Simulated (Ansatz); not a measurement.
A first, cheap relaxation of AlH9Si3 (`[SiH3][Al]([SiH3])[SiH3]`).

```yaml
crystal:
  periodic: [false, false, false]
  atoms:
    - {symbol: Si, position_ang: [-0.674300, 1.924100, -1.062600]}
    - {symbol: Al, position_ang: [-0.011100, -0.008900, -0.004100]}
    - {symbol: Si, position_ang: [1.629300, 0.093400, 1.645400]}
    - {symbol: Si, position_ang: [-0.888000, -2.068600, -0.598600]}
    - {symbol: H, position_ang: [-1.759600, 1.629900, -2.078400]}
    - {symbol: H, position_ang: [-1.270600, 2.911600, -0.074200]}
    - {symbol: H, position_ang: [0.447300, 2.599000, -1.749400]}
    - {symbol: H, position_ang: [1.962900, -1.246900, 2.157800]}
    - {symbol: H, position_ang: [2.897200, 0.667400, 1.123300]}
    - {symbol: H, position_ang: [1.204600, 0.950700, 2.785100]}
    - {symbol: H, position_ang: [0.080900, -2.976000, -1.072100]}
    - {symbol: H, position_ang: [-1.580600, -2.669300, 0.604000]}
    - {symbol: H, position_ang: [-2.017800, -1.841000, -1.661400]}
basis:
  gaussian: {orbitals: def2-SVP}
hamiltonian: {xc: pbe, dispersion: d4}
relax: {f_tol: 0.03, max_steps: 200}
```

```sh
$ ansatz run in.yaml --threads 4 --pin off --events-out ev --progress --plain --max-ram 10444MiB
```

Output, abridged:

```
Functional definition: PBE
mean field -30348.96632368 eV, -1115.3039411271 hartree, gradient 7.1e-5 eV, S^2 0.000000; 0 other end points of the search recorded, 0 dependent functions left out
relax step   1: F+E_penalty+E_count = -30349.27310834 eV  Δ(F+E_penalty+E_count) = +0.000e0 eV  max|allowed force component| = 2.669e0 eV/Å  Δτ_max = 0.0000 Å  (23 SCF iters, accepted)
mean field -30349.45050275 eV, -1115.3217343796 hartree, gradient 1.5e-5 eV, S^2 0.000000; 0 other end points of the search recorded, 0 dependent functions left out
relax step   2: F+E_penalty+E_count = -30349.73819967 eV  Δ(F+E_penalty+E_count) = -4.651e-1 eV  max|allowed force component| = 8.239e-1 eV/Å  Δτ_max = 0.1973 Å  (25 SCF iters, accepted)
mean field -30349.48562307 eV, -1115.3230250275 hartree, gradient 7.8e-6 eV, S^2 0.000000; 0 other end points of the search recorded, 0 dependent functions left out
relax step   3: F+E_penalty+E_count = -30349.76917693 eV  Δ(F+E_penalty+E_count) = -3.098e-2 eV  max|allowed force component| = 1.934e-1 eV/Å  Δτ_max = 0.0780 Å  (26 SCF iters, accepted)
mean field -30349.49327160 eV, -1115.3233061057 hartree, gradient 7.8e-6 eV, S^2 0.000000; 0 other end points of the search recorded, 0 dependent functions left out
relax step   4: F+E_penalty+E_count = -30349.77742492 eV  Δ(F+E_penalty+E_count) = -8.248e-3 eV  max|allowed force component| = 5.250e-2 eV/Å  Δτ_max = 0.0540 Å  (25 SCF iters, accepted)
mean field -30349.49385358 eV, -1115.3233274934 hartree, gradient 7.5e-6 eV, S^2 0.000000; 0 other end points of the search recorded, 0 dependent functions left out
relax step   5: F+E_penalty+E_count = -30349.77802138 eV  Δ(F+E_penalty+E_count) = -5.965e-4 eV  max|allowed force component| = 7.128e-3 eV/Å  Δτ_max = 0.0188 Å  (27 SCF iters, accepted)
mean field -30349.49385358 eV, -1115.3233274934 hartree, gradient 7.4e-6 eV, S^2 0.000000; 1 other end points of the search recorded, 0 dependent functions left out
Total energy: -30349.77806938 eV, -1115.3337722313 hartree
Atom 0 at    -0.726226     2.075557    -1.115147 Å, force     0.002061     0.003012     0.001599 eV/Å
Atom 1 at    -0.023841    -0.022392    -0.025497 Å, force    -0.002164    -0.005143    -0.000274 eV/Å
Atom 2 at     1.719120     0.094915     1.716821 Å, force    -0.007128    -0.000012    -0.007078 eV/Å
Atom 3 at    -1.013657    -2.199216    -0.623973 Å, force    -0.001896    -0.005612    -0.001315 eV/Å
Atom 4 at    -1.790204     1.877548    -2.165295 Å, force    -0.002337     0.004105    -0.003372 eV/Å
Atom 5 at    -1.268699     3.047549    -0.093070 Å, force     0.003635    -0.002161     0.000716 eV/Å
Atom 6 at     0.451660     2.750146    -1.779150 Å, force     0.000366    -0.001239     0.003606 eV/Å
Atom 7 at     2.084899    -1.246382     2.301055 Å, force     0.002392    -0.002302     0.002427 eV/Å
Atom 8 at     2.981708     0.711246     1.161389 Å, force     0.001682     0.002221    -0.000487 eV/Å
Atom 9 at     1.263688     0.978875     2.854465 Å, force    -0.000165     0.002634     0.001219 eV/Å
Atom 10 at     0.058617    -3.151098    -1.101882 Å, force    -0.000103     0.003834     0.002704 eV/Å
Atom 11 at    -1.653029    -2.836611     0.588136 Å, force     0.003395     0.003086    -0.000294 eV/Å
Atom 12 at    -2.063835    -2.114738    -1.703051 Å, force     0.000261    -0.002423     0.000548 eV/Å
Dipole moment:    -0.009005    -0.006518    -0.010003 e Å
```

Hardware: 4 threads of an Arm Neoverse V2 on a shared host. Wall time 6 s, peak host memory 0.16 GiB.
